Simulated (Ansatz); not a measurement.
Start from `Cl[SiH2]Br` and change one element to get `[Cl][SnH2][Br]`.

Ansatz, PBE0-D4/def2-TZVP geometries, multiplicity 1. 

Elements past krypton have def2 core potentials. Scalar relativity is left out up to krypton.

```csv
property,`Cl[SiH2]Br`
HOMO–LUMO gap (B3LYP/def2-TZVPP) / eV,7.89
HOMO–LUMO gap (PBE/def2-TZVPP) / eV,6.17
LUMO energy (PBE0/def2-TZVPP) / eV,-0.33
LUMO energy (PBE/def2-TZVPP) / eV,-1.24
LUMO energy (ωB97M-V/def2-TZVPP) / eV,1.57
LUMO energy (B3LYP/def2-TZVPP) / eV,-0.55
```

(1) What does the change do to each property? (Estimate.)

Answers

(1) The calculation gave: 
| property | `[Cl][SnH2][Br]` | shift |
| --- | --- | --- |
| HOMO–LUMO gap (B3LYP/def2-TZVPP) / eV | 6.41 | -1.48 |
| HOMO–LUMO gap (PBE/def2-TZVPP) / eV | 4.80 | -1.37 |
| LUMO energy (PBE0/def2-TZVPP) / eV | -1.57 | -1.24 |
| LUMO energy (PBE/def2-TZVPP) / eV | -2.47 | -1.23 |
| LUMO energy (ωB97M-V/def2-TZVPP) / eV | 0.34 | -1.23 |
| LUMO energy (B3LYP/def2-TZVPP) / eV | -1.87 | -1.32 |

With PBE0 the HOMO rises by 0.15 eV and the LUMO falls by 1.24 eV, so the gap narrows by about 1.39 eV. PBE moves the HOMO by 0.14 eV and ωB97M-V by 0.16 eV.

B3LYP here is the variant with VWN-RPA as its local correlation; programs differ in this.

Spin–orbit coupling is left out; it splits and shifts lone-pair levels of the heavy atoms by tenths of an eV.
